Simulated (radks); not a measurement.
Values are calculated unless marked as measured or tabulated.
Isoelectronic series with 29 electrons, all held in the configuration [Ar] 3d10 4s1, which need not be the ground one along the series. Code: a radial shooting solver on a logarithmic mesh with Libxc functionals. Model: scalar-relativistic Kohn-Sham, LDA (Slater exchange, Perdew-Wang correlation), spin-polarised, spherical densities, finite nucleus; open shells are filled with parallel spins first; Fermi nuclear charge, rms radius of each element as measured or else 0.836 A^(1/3) + 0.57 fm. Total energies (hartree) and mean radii <r> (bohr) (* marks an orbital that is empty in some or all of the ions):

ion	E (hartree)	4s down*	4s up	3d down	3d up	3p up
Cu	-1652.26350	2.928	2.870	1.035	1.059	0.7506
Zn+	-1792.94699	2.388	2.369	0.8910	0.9034	0.7149
Ga2+	-1940.11724	2.065	2.057	0.7945	0.8022	0.6803
Ge3+	-2093.74905	1.839	1.836	0.7223	0.7276	0.6475
As4+	-2253.83639	1.668	1.666	0.6650	0.6689	0.6169
Se5+	-2420.38276	1.531	1.531	0.6178	0.6208	0.5886
Br6+	-2593.39886	1.419	1.419	0.5780	0.5803	0.5624
Kr7+	-2772.89934	1.324	1.325	0.5437	0.5456	0.5382
